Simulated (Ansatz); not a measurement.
H3BrOSiZn (SMILES [SiH3][O][Zn][Br]), singlet, at a GFN2-xTB geometry (such geometries of metal compounds can be far from the true shape); HF/cc-pV(Q+d)Z in Ansatz (a first-principles code).

The Ansatz input:
Ansatz 0.2 input:
```yaml
crystal:
  periodic: [false, false, false]
  atoms:
    - {symbol: Zn, position_ang: [-0.14716000, 0.11731365, -0.24972320]}
    - {symbol: Br, position_ang: [-1.06351218, 0.63842139, 1.67997032]}
    - {symbol: O, position_ang: [1.07752792, -0.68115602, -1.13094511]}
    - {symbol: Si, position_ang: [1.90380426, -1.17764664, -2.42816606]}
    - {symbol: H, position_ang: [1.00186045, -1.96936344, -3.27124806]}
    - {symbol: H, position_ang: [2.98646778, -1.96557464, -1.84164701]}
    - {symbol: H, position_ang: [2.37591507, 0.00708105, -3.15248442]}
basis:
  gaussian:
    orbitals: cc-pV_Q+d_Z.json
hamiltonian:
  xc: hf
```
The basis file holds cc-pV(Q+d)Z in the JSON format of the Basis Set Exchange.

**Question.** Predict the main parts of the log of this Ansatz run.

**Answer.** 
```
Functional definition: HF
2246 factors; their error is unknown
mean field evaluation 1: about -128324.1227 eV, gradient 4.4e1 eV
mean field evaluation 2: about -128325.9875 eV, gradient 3.6e1 eV
mean field evaluation 4: about -128327.9317 eV, gradient 2.6e0 eV
mean field evaluation 8: about -128327.9394 eV, gradient 5.6e-2 eV
mean field -128329.86982511 eV, -4716.0357309628 hartree, gradient 3.6e-5 eV, S^2 0.000000; 0 other end points of the search recorded, 0 dependent functions left out
reference -128329.86982511 eV, -4716.0357309628 hartree; 45, 45 occupied and 336, 336 virtual orbitals, 2246 factors
Total energy: -128329.86982511 eV, -4716.0357309628 hartree
```
